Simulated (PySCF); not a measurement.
C₄H₁₂GeO₄, SMILES [O]([Ge]([O]C)([O]C)[O]C)C, GFN2-xTB optimised geometry.

```
21

C     -2.76    -2.37    -2.05
O     -1.46    -2.38    -1.49
Ge    -0.98    -1.60     0.00
O      0.77    -1.60     0.00
C      1.60    -1.32    -1.11
O     -1.77    -0.04     0.00
C     -1.90     0.83     1.11
O     -1.46    -2.38     1.49
C     -0.86    -3.53     2.06
H     -2.66    -2.77    -3.06
H     -3.17    -1.36    -2.10
H     -3.44    -3.00    -1.48
H      1.58    -0.25    -1.36
H      1.30    -1.89    -1.99
H      2.61    -1.60    -0.81
H     -2.28     0.30     1.99
H     -0.94     1.29     1.36
H     -2.61     1.60     0.82
H     -1.11    -4.42     1.48
H      0.23    -3.43     2.10
H     -1.26    -3.62     3.07
```

Density from PySCF with CAM-B3LYP/def2-SVP at that geometry.

Minimum of the electron density along straight lines between bonded atoms, close to the bond critical point (lines longer than 1.1 times the sum of covalent radii, or with two minima, are not listed):

| bond | length / Å | ρ at the minimum / e bohr⁻³ | ∇²ρ there / e bohr⁻⁵ | position (fraction from the first atom) |
|---|---|---|---|---|
| C1–O2 | 1.420 | 0.246 | -0.38 | 0.34 |
| O2–Ge3 | 1.748 | 0.147 | 0.74 | 0.53 |
| Ge3–O4 | 1.747 | 0.147 | 0.74 | 0.47 |
| O4–C5 | 1.420 | 0.246 | -0.38 | 0.66 |
| Ge3–O6 | 1.748 | 0.147 | 0.74 | 0.47 |
| O6–C7 | 1.420 | 0.246 | -0.38 | 0.66 |
| Ge3–O8 | 1.747 | 0.147 | 0.74 | 0.47 |
| O8–C9 | 1.420 | 0.246 | -0.38 | 0.66 |
| C1–H10 | 1.091 | 0.283 | -1.10 | 0.64 |
| C1–H11 | 1.090 | 0.284 | -1.11 | 0.64 |
| C1–H12 | 1.091 | 0.282 | -1.09 | 0.64 |
| C5–H13 | 1.091 | 0.282 | -1.09 | 0.64 |
| C5–H14 | 1.090 | 0.284 | -1.11 | 0.64 |
| C5–H15 | 1.091 | 0.283 | -1.10 | 0.64 |
| C7–H16 | 1.090 | 0.284 | -1.11 | 0.64 |
| C7–H17 | 1.091 | 0.282 | -1.09 | 0.64 |
| C7–H18 | 1.091 | 0.283 | -1.10 | 0.64 |
| C9–H19 | 1.091 | 0.282 | -1.09 | 0.64 |
| C9–H20 | 1.090 | 0.284 | -1.11 | 0.64 |
| C9–H21 | 1.091 | 0.283 | -1.10 | 0.64 |
